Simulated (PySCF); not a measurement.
In(H)(Me)(Et) (C₃H₉In), SMILES [InH]([CH2]C)[CH3].

The structure is a stationary point at r2SCAN-D4/def2-SVP. The structure was generated by enumeration; whether it is a known compound was not checked. The def2 effective core potentials stand for the cores of In; spin–orbit coupling is left out. One conformer was computed; it need not be the lowest.

Two levels are set side by side: PBE/def2-TZVP (PySCF) and M06-2X/def2-TZVP (PySCF). Same geometry, gas phase. Differences are taken from unrounded values.

```tsv
quantity	M06-2X
orbital gap (eV)	7.03
highest occupied level (eV)	-7.86
lowest empty level (eV)	-0.83
dipole moment (D)	0.64
mean polarisability (bohr³)	76.4
```

What does PBE give, and how far is it from M06-2X? (Estimate from the structure and the level; the computed values follow.)


```json
[
 {"quantity": "orbital gap (eV)", "PBE": "3.75", "PBE minus M06-2X": "-3.28"},
 {"quantity": "highest occupied level (eV)", "PBE": "-5.70", "PBE minus M06-2X": "2.16"},
 {"quantity": "lowest empty level (eV)", "PBE": "-1.95", "PBE minus M06-2X": "-1.12"},
 {"quantity": "dipole moment (D)", "PBE": "0.75", "PBE minus M06-2X": "0.11"},
 {"quantity": "mean polarisability (bohr³)", "PBE": "80.3", "PBE minus M06-2X": "3.9"}
]
```

PBE's occupied levels lie high since its potential decays too fast outside the molecule; exact exchange lowers them and widens the gap. PBE's more diffuse valence density responds more strongly to a field. Differences between two approximate levels are no errors against the true value.

Rough cost on one machine, each run with all the roots and properties that it gave: M06-2X against PBE about 3 times.
